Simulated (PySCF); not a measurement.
PySCF input:

```python
from pyscf import gto, scf, dft

mol = gto.M(
    atom='''
    Si    0.11392264   -0.15471532    0.02677592
    F    -0.12238928   -0.58232632    1.49969751
    F    -0.53248379   -1.16323638   -0.96048810
    O    -0.93789024    1.25849663   -0.20427107
    O     1.48617822    0.52119795   -0.35006301
    H    -0.57392014    2.15562744   -0.31457094
    H     2.38184111    0.26799675   -0.10005937
    H    -1.89528392    1.21489799   -0.37844449
    ''',
    basis='def2-tzvpd',
    charge=1,
    spin=0,
    verbose=4,
)

mf = dft.RKS(mol, xc='tpssh').density_fit(auxbasis='def2-universal-jkfit')
mf.grids.level = 3
mf.conv_tol = 1e-9
mf.max_cycle = 100
mf.max_memory = 1500
mf.kernel()
if not mf.converged:
    mf = mf.newton()
    mf.kernel(mf.make_rdm1())
mf.analyze()
```

### Question
Predict the final energy.

### Answer
-641.53040 Eh (TPSSh/def2-TZVPD).

It need not be the lowest isomer of its formula.
